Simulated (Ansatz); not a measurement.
Ge₂S₄. Total charge 0; triplet. Geometry PBE-D4/def2-SVPD, that of the charge -1 doublet; atoms count from 1.

Cartesian coordinates in Å:
```
Ge -2.1166 -1.6503 -0.4014
Ge 0.9018 -0.6082 -0.1517
S 2.1614 2.6169 0.0920
S -0.8728 -0.3151 -1.7577
S -0.6818 -1.6098 1.3666
S 0.6080 1.5665 0.8523
```

The structure comes from a short search, and lower isomers may exist.

Question: Estimate the Mulliken populations from the PBE0/def2-TZVPD orbitals of Ansatz.

Answer: 
| atom | charge (e) | spin (α − β) |
| --- | --- | --- |
| Ge1 | 0.49 | 0.09 |
| Ge2 | 0.54 | 0.30 |
| S3 | -0.14 | 0.84 |
| S4 | -0.44 | 0.16 |
| S5 | -0.49 | 0.10 |
| S6 | 0.03 | 0.51 |
Mulliken values depend strongly on the basis. With diffuse functions, as here, like atoms can get unlike values, and bond orders can come out too low or too high.

Question: Where does the spin sit?

Answer: Summed by element: Ge 0.39, S 1.61, of 2 unpaired in all. Largest on single atoms: S3 0.84, S6 0.51, Ge2 0.30.

Question: And the Mayer bond orders between heavy atoms (over 0.3)?

Answer: Ge1–S4 1.04 (2.27 Å); Ge1–S5 1.03 (2.28 Å); Ge2–S4 0.85 (2.41 Å); Ge2–S5 0.87 (2.41 Å); Ge2–S6 0.70 (2.41 Å); S3–S6 1.50 (2.02 Å).
